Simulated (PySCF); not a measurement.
What each rung costs, and what it gives

Saddle point of GeH₄O, closed shell (GeH₄O ([OH2][GeH2]) → GeH₂O ([OH][GeH]) + H₂; bonds formed: H2–H4; dative contacts that become bonds: Ge1–O3; bonds broken: Ge1–H4, H2–O3), PBE0-D4/def2-TZVP structure:

Ge1  (-0.096, 0.462, 1.061)
H2  (0.344, 0.201, -0.713)
O3  (0.046, -1.030, -0.267)
H4  (0.431, 1.157, -0.549)
H5  (-1.584, 0.733, 0.582)
H6  (0.859, -1.523, -0.114)
(Å)

Barriers are electronic and count from the start structure reached by relaxing down the imaginary mode.

Program: PySCF 2.14 with density fitting (its default auxiliary sets; JK sets also for MP2 and CCSD(T)). Basis: as named in each row. Cores are frozen in the correlated methods. Filled d shells of the heavier atoms are correlated. The def2 sets are not built for correlating such inner shells, so the correlated values are less sure here. B3LYP uses VWN-RPA correlation. Extrapolation: Hartree–Fock as exp(−7.88 √X), correlation as X^−2.97.

Times are rough, for one single point on 4 threads of a shared host (Oxide Virtual Turin-like).

The estimate by CCSD(T) at an estimated basis limit (MP2 extrapolated from triple and quadruple zeta, plus CCSD(T) − MP2 in triple zeta) is 98.6 kJ/mol.

```csv
method,basis,time (s),barrier (kJ/mol),method less estimate
HF,STO-3G,1,218.9,120.3
MP2,def2-QZVPP,3,92.7,-6.0
PBE0-D4,def2-SVP,3,97.2,-1.5
B3LYP-D4,6-31G,4,104.0,5.4
PBE-D4,def2-SVP,4,75.6,-23.1
SPW92,def2-TZVPP,5,61.0,-37.7
B3LYP-D4,def2-TZVPP,5,93.5,-5.2
BHLYP-D4,def2-TZVPP,5,114.3,15.7
PBE0-D4,def2-TZVPP,5,91.3,-7.4
PBE-D4,def2-TZVPP,6,72.9,-25.8
CCSD(T),def2-SVP,7,120.4,21.8
r2SCAN-D4,def2-TZVPP,10,83.6,-15.0
CCSD(T),def2-TZVPP,70,103.0,4.4
wB97M-V,def2-TZVPP,100,101.3,2.6
```

All methods are single points on the PBE0-D4 structures.

The T1 diagnostic stays at or below 0.016.

Labels in which every atom is bracketed show which atoms are joined, not bond orders.
